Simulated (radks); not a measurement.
Values are calculated unless marked as measured or tabulated.
The nuclear charge of the cadmium ion Cd2+ is varied continuously with 46 electrons held in [Kr] 4d10. Code: a radial shooting solver on a logarithmic mesh with Libxc functionals. Model: Dirac Kohn-Sham, PBE, spin-unpolarised, spherical densities, finite nucleus; Fermi nuclear charge, rms radius 4.6087 fm. By the Hellmann-Feynman theorem dE/dZ = E(electron-nucleus)/Z, the electronic potential at the nucleus (averaged over a nucleus of fixed radius).

| Z | E (hartree) | E(electron-nucleus)/Z (hartree) | HOMO | e(HOMO) (eV) | <r> HOMO (bohr) |
|---|---|---|---|---|---|
| 47 | -5316.84265 | -274.051 | 4d5/2 | -15.415 | 1.396 |
| 47.5 | -5454.87937 | -278.096 | 4d5/2 | -22.430 | 1.322 |
| 48 | -5594.93839 | -282.141 | 4d5/2 | -30.153 | 1.259 |
| 48.5 | -5737.02051 | -286.188 | 4d5/2 | -38.530 | 1.204 |
| 49 | -5881.12752 | -290.240 | 4d5/2 | -47.522 | 1.156 |

The central difference of E at Z = 48 is -282.141 hartree, to compare with the third column; the second derivative is -8.09 hartree.
